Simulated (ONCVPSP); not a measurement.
**u(r) = r·R(r): atom against pseudo-atom (Al)**

Columns: radius, all-electron u(r) and pseudo u(r) of the 3s shell (level -7.75 eV) of aluminium in the configuration [Ne] 3s2 3p1; PBE, scalar-relativistic, ONCV scheme, ONCVPSP 4.0.1.

| r (bohr) | all-electron | pseudo |
| --- | --- | --- |
| 0.118 | 0.0882 | 0.0316 |
| 0.235 | -0.1449 | 0.0648 |
| 0.353 | -0.2782 | 0.1015 |
| 0.470 | -0.2867 | 0.1411 |
| 0.588 | -0.2143 | 0.1834 |
| 0.705 | -0.1019 | 0.2264 |
| 0.822 | 0.0245 | 0.2696 |
| 0.940 | 0.1502 | 0.3132 |
| 1.058 | 0.2654 | 0.3575 |
| 1.175 | 0.3651 | 0.4032 |
| 1.292 | 0.4491 | 0.4510 |
| 1.410 | 0.5181 | 0.5006 |
| 1.528 | 0.5727 | 0.5492 |
| 1.645 | 0.6140 | 0.5930 |
| 1.763 | 0.6439 | 0.6294 |
| 1.880 | 0.6630 | 0.6552 |
| 1.998 | 0.6729 | 0.6699 |
| 2.115 | 0.6748 | 0.6741 |
| 2.232 | 0.6700 | 0.6700 |
| 2.350 | 0.6596 | 0.6596 |
| 2.468 | 0.6445 | 0.6445 |
| 2.585 | 0.6260 | 0.6260 |
| 2.702 | 0.6047 | 0.6047 |
| 2.820 | 0.5812 | 0.5812 |
| 2.938 | 0.5563 | 0.5563 |
| 3.055 | 0.5306 | 0.5306 |

**Question.** How many radial nodes do the two functions have?

**Answer.** The all-electron 3s function has n − l − 1 = 2; the pseudo-wave has 0, since the states of the same l below it are removed with the core.

**Question.** At about which radius was the pseudo-wave matched?

**Answer.** 2.35 bohr. The columns agree to 0.0005 from 2.23 bohr on; several derivatives are matched, so the curves merge somewhat inside the radius.

**Question.** Is the pseudo-wave norm-conserving?

**Answer.** Yes: the ONCV scheme keeps the norm inside the radius equal to the all-electron one, which fixes the energy derivative of the logarithmic derivative at the level.
